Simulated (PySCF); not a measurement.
PbS, SMILES [S]=[Pb] (connectivity only; charge and spin as stated), neutral, multiplicity 1. Atoms are numbered in the order given.

```xyz
2

Pb     0.0000     0.0000    -0.3725
S      0.0000     0.0000     1.9091
```

Coordinates come from a PBE0-D3(BJ)/def2-TZVP optimisation. The def2 effective core potentials stand for the cores of Pb; spin–orbit coupling is left out.

Level of theory: TDA-PBE0/def2-TZVPD (PySCF 2.14.0).

Vertical excitations; the highest root listed may be one member of a degenerate set. The molecule is in vacuum. State labels are in the subgroup C2v.

Computed lowest excited states:
```
state  symmetry  energy (eV)  λ (nm)      f                                                                 main pairs
-----  --------  -----------  ------  -----  -------------------------------------------------------------------------
S1           A2         3.03     409  0.000                                         HOMO−1→LUMO+1 50 %, HOMO→LUMO 50 %
S2           A1         3.25     382  0.000                                  HOMO−1→LUMO, HOMO→LUMO+1 (degenerate set)
S3           A2         3.25     382  0.000                                  HOMO→LUMO, HOMO−1→LUMO+1 (degenerate set)
S4           B1         3.51     353  0.014                                               HOMO−2→LUMO (degenerate set)
S5           B2         3.51     353  0.014                                             HOMO−2→LUMO+1 (degenerate set)
S6           A1         4.96     250  0.062  HOMO→LUMO+1 32 %, HOMO−1→LUMO 32 %, HOMO−2→LUMO+2 25 %, HOMO−2→LUMO+3 5 %
S7           B1         5.92     209  0.006                              HOMO−1→LUMO+2, HOMO−1→LUMO+3 (degenerate set)
S8           B2         5.92     209  0.006                                  HOMO→LUMO+2, HOMO→LUMO+3 (degenerate set)
S9           B1         6.22     199  0.153                              HOMO−1→LUMO+3, HOMO−1→LUMO+2 (degenerate set)
S10          B2         6.22     199  0.153                                  HOMO→LUMO+3, HOMO→LUMO+2 (degenerate set)
T1           A1         2.38     521      0                                         HOMO−1→LUMO 49 %, HOMO→LUMO+1 49 %
T2           A2         2.65     468      0                                  HOMO−1→LUMO+1, HOMO→LUMO (degenerate set)
T3           A1         2.65     468      0                                  HOMO→LUMO+1, HOMO−1→LUMO (degenerate set)
T4           B2         2.88     431      0                                                         HOMO−2→LUMO+1 99 %
```
Triplets are in the Tamm–Dancoff approximation.
